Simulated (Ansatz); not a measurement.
Basis-set extrapolation for `N=CS[CH2][AlH2]` (PBE0-D4/def2-TZVP geometry, frozen core, Ansatz). Multiplicity 1, RHF reference.

```json
{"": "HF", "def2-TZVPP": "-773.158518", "def2-QZVPP": "-773.182980"}
{"": "MP2 correlation", "def2-TZVPP": "-0.797684", "def2-QZVPP": "-0.854942"}
{"": "CCSD(T) correlation", "def2-TZVPP": "-0.884276", "def2-QZVPP": "not run"}
```

Energies in hartree. Use E(X) = E(∞) + A·exp(−7.88·√X) for Hartree–Fock and E(X) = E(∞) + B·X^(−2.97) for correlation, with X = 3 and 4, and add CCSD(T) minus MP2 of the smaller set to the MP2 limit.

Q: What is the CCSD(T) energy at the basis-set limit?

A: HF limit: -773.182980 + (-0.024462) × 0.13774 = -773.18635. MP2 limit: -0.854942 + (-0.057258) × 0.74074 = -0.89736. Higher-order term: -0.884276 − (-0.797684) = -0.08659. Total: -774.17030 hartree, 334.8 kJ/mol below CCSD(T)/def2-TZVPP.
